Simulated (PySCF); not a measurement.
Computed shifts of a molecule CH8FNSi2, PBE/pcSseg-1 (PySCF), GIAO, gas phase, atoms alike by connectivity averaged where their shifts nearly agree, in ppm (number of nuclei): ²⁹Si: 7.3 (1), -39.9 (1). ¹⁹F: -240.7 (1). ¹³C: 5.0 (1). ¹⁵N: 14.8 (1). ¹H: 5.68 (1), 5.52 (1), 5.45 (1), 4.86 (1), 1.07 (1), 0.97 (1), 0.40 (1), 0.02 (1). References: ²⁹Si against TMS (σ = 335.4 ppm); ¹⁹F against CFCl3 (σ = 133.6 ppm); ¹³C against TMS (σ = 182.0 ppm); ¹⁵N against NH3 (σ = 267.0 ppm); ¹H against TMS (σ = 31.49 ppm), references at their B3LYP-D3(BJ)/def2-TZVP geometries, non-relativistic. Geometry optimised at PBE0-D3(BJ)/def2-SVP. Other conformers were not sampled.

Q: Identify the compound among the candidates.
A) N[Si@H](F)C[SiH3]
B) CN[Si@H](F)[SiH3]
C) N[SiH2]C[SiH2]F
D) NC[Si@H](F)[SiH3]

A: C, N[SiH2]C[SiH2]F
